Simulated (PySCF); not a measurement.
Isomers of C6H7NO2, mass 125.048 u with the commonest isotopes. Level of theory: PBE0/def2-SVPD in PySCF (dipole) on a GFN2-xTB geometry, gas phase. One conformer each, none proved a minimum here; rigid rotors.

Problem. Order these by rotational constant B, largest first.
A. `[CH3:1][NH:2][c:3]1[cH:4][cH:5][o:6][c:7](=[O:8])[cH:9]1` with C1–N2–C3–C4 180°
B. `[CH2:1]=[C:2]1[CH2:3][C@@:4]1([CH:5]=[O:6])[C:7]([NH2:8])=[O:9]` with C3–C4–C5–O6 164°, C3–C4–C7–N8 -175°, C4–C7–N8–H 13° and 176°
C. `[CH3:1][C:2](=[O:3])[CH:4]([C:5]#[N:6])[C:7]([CH3:8])=[O:9]` with C1–C2–C4–C5 128°, C2–C4–C7–C8 -80°

Solution. B (1670 MHz), C (1613 MHz), A (1270 MHz).

Problem. Order these by rotational constant A, largest first.
A. `[CH2:1]=[C:2]1[CH2:3][C@@:4]1([CH:5]=[O:6])[C:7]([NH2:8])=[O:9]` with C3–C4–C5–O6 164°, C3–C4–C7–N8 -175°, C4–C7–N8–H 13° and 176°
B. `[CH3:1][NH:2][c:3]1[cH:4][cH:5][o:6][c:7](=[O:8])[cH:9]1` with C1–N2–C3–C4 180°
C. `[CH3:1][C:2](=[O:3])[CH:4]([C:5]#[N:6])[C:7]([CH3:8])=[O:9]` with C1–C2–C4–C5 128°, C2–C4–C7–C8 -80°

Solution. B (3107 MHz), A (2005 MHz), C (1781 MHz).

Problem. Order these by out-of-plane moment Σ m c² = (Ia + Ib − Ic)/2, largest first.
A. `[CH3:1][C:2](=[O:3])[CH:4]([C:5]#[N:6])[C:7]([CH3:8])=[O:9]` with C1–C2–C4–C5 128°, C2–C4–C7–C8 -80°
B. `[CH2:1]=[C:2]1[CH2:3][C@@:4]1([CH:5]=[O:6])[C:7]([NH2:8])=[O:9]` with C3–C4–C5–O6 164°, C3–C4–C7–N8 -175°, C4–C7–N8–H 13° and 176°
C. `[CH3:1][NH:2][c:3]1[cH:4][cH:5][o:6][c:7](=[O:8])[cH:9]1` with C1–N2–C3–C4 180°

Solution. A (81.05 u·Å²), B (63.73 u·Å²), C (1.59 u·Å²).

```
                SMILES  point group  Ia (u·Å²)  Ib (u·Å²)  Ic (u·Å²)      κ  μa (D)  μb (D)  μc (D)
C=C1C[C@@]1(C=O)C(N)=O           C1     252.09     302.69     427.32   0.18    1.21    1.75    0.18
        CNc1ccoc(=O)c1           Cs     162.64     397.94     557.40  -0.67    6.30    3.77    0.00
    CC(=O)C(C#N)C(C)=O           C1     283.81     313.26     434.98   0.46    1.94    1.77    1.07
```
